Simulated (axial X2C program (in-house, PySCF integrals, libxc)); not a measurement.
**Working with the constants of AuB**

A bond curve at the PBE0 level, two-component, was computed with an axial X2C code built on PySCF integrals (basis Au dyall-cv3z [13s14p9d6f4g], B dyall-v3z [7s6p2d1f] (cores contracted in-house)) for the state Ω = 0 (closed shell). Its fit gives Re = 1.9150 Å, ωe = 658.0 cm⁻¹, ωexe = 3.84 cm⁻¹ and αe = 3.775e-03 cm⁻¹; the masses are 196.9666 and 11.0093 u. Two-component means X2C with spin–orbit coupling and atomic mean-field Coulomb and Gaunt terms.

(1) Find the reduced mass, Be and the force constant.

(2) Where do the fundamental and the first overtone lie?

(3) A Morse curve ties αe to the other constants (Pekeris). How well does that hold?

(4) Give B0, the J = 1←0 line in GHz and the most populated J at 300 K (kT = 208.5 cm⁻¹).

(5) Estimate the centrifugal constant by the Kratzer relation.

The state is one determinant whose occupation by symmetry is held fixed; it was picked as the lowest of a PBE0 search that is not exhaustive.

Results:

(1) From the PBE0 values: μ = 10.4265 u. Be = 16.8576/(μ Re²) = 0.4409 cm⁻¹. k = 5.8918×10⁻⁷ μ ωe² = 2.66 mdyn/Å.

(2) ν(1←0) = ωe − 2ωexe = 650.3 cm⁻¹; ν(2←0) = 2ωe − 6ωexe = 1293.0 cm⁻¹.

(3) αe(Morse) = 6Be²/ωe × (√(ωexe/Be) − 1) = 3.458e-03 cm⁻¹; the PBE0 curve gives 3.775e-03 cm⁻¹, a ratio of 0.92.

(4) B0 = Be − αe/2 = 0.439 cm⁻¹; 2B0 = 26.32 GHz; J(max) ≈ √(kT/2B0) − 1/2 = 14.9, so J = 15.

(5) D = 4Be³/ωe² = 7.92e-07 cm⁻¹.
